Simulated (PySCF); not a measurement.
Species: C₄H₆OSi.
Atom-mapped SMILES: `[CH2:1]=[C:2]1[CH:3]=[CH:4][O:5][SiH2:6]1`

Structure used (GFN2-xTB), in Å, numbered top down from 1:
```xyz
12
C4H6OSi angstrom
C      1.933   -0.303   -0.222
C      0.623   -0.109   -0.074
C     -0.380   -1.163   -0.095
C     -1.624   -0.717    0.075
O     -1.819    0.617    0.242
Si    -0.392    1.467    0.198
H      2.349   -1.288   -0.370
H      2.633    0.514   -0.198
H     -0.132   -2.201   -0.233
H     -2.528   -1.305    0.097
H     -0.448    2.378   -0.939
H     -0.213    2.109    1.494
```

NICS = −σ at a ghost point: NICS(0) at the centroid of the ring atoms, NICS(1) 1 Å to either side along the normal of their mean plane, zz for the tensor component along that normal. Level: GIAO PBE0/pcSseg-1 (PySCF, non-relativistic, gas phase) on the GFN2-xTB geometry, one conformer.

Ring bond lengths (Å), with Mayer bond orders in brackets: C2–C3 1.455 (1.09), C3–C4 1.333 (1.75), C4–O5 1.358 (0.99), O5–Si6 1.662 (0.91), Si6–C2 1.894 (0.87).

Give the NICS values of each ring in ppm.

| ring | type | NICS(0) | NICS(1), two faces | NICS(1)zz, two faces | rms pucker (Å) | centre to ring atoms, mean (Å) |
| --- | --- | --- | --- | --- | --- | --- |
| C2–C3–C4–O5–Si6 | 5-membered ring with O and Si; formal bonds 1 double, 4 single | -1.6 | -2.1 / -2.1 | -2.0 / -2.0 | 0.00 | 1.30 |

What do they say, and how far can they be read as aromaticity?

- C2–C3–C4–O5–Si6: mean NICS(1)zz -2.0 ppm, near zero. Si6 has four or more neighbours, and the NICS criterion for π rings isn't applied.

What is the mean of the two in-plane components of NICS at the second NICS(1) probe listed for ring C2–C3–C4–O5–Si6, 1 Å off the ring?

The isotropic value is a third of the trace: (3 × -2.1 − (-2.0))/2 = -2.2 ppm.

Give the inner angles of the rings and the Hirshfeld charges of the ring atoms.

- C2–C3–C4–O5–Si6: C2 103.6° (-0.101 e), C3 113.5° (-0.097 e), C4 118.6° (+0.037 e), O5 112.1° (-0.214 e), Si6 92.2° (+0.419 e); sum 540.0° against 540° for a flat convex ring.

How shielded are the nuclei of the rings and their hydrogens (means over atoms taken as equivalent)?

```json
{"atoms": "C2", "environment": "fully substituted alkene carbon", "σ isotropic (ppm)": "35.2"}
{"atoms": "C3", "environment": "alkene CH carbon", "σ isotropic (ppm)": "66.8"}
{"atoms": "C4", "environment": "vinylic carbon bearing oxygen", "σ isotropic (ppm)": "24.3"}
{"atoms": "O5", "environment": "silyl ether oxygen", "σ isotropic (ppm)": "220.2"}
{"atoms": "Si6", "environment": "oxygen-bound silicon", "σ isotropic (ppm)": "365.0"}
{"atoms": "H9", "environment": "vinylic hydrogen", "σ isotropic (ppm)": "25.60"}
{"atoms": "H10", "environment": "vinylic hydrogen", "σ isotropic (ppm)": "24.90"}
{"atoms": "H11 (×2)", "environment": "Si–H hydrogen", "σ isotropic (ppm)": "26.42"}
```
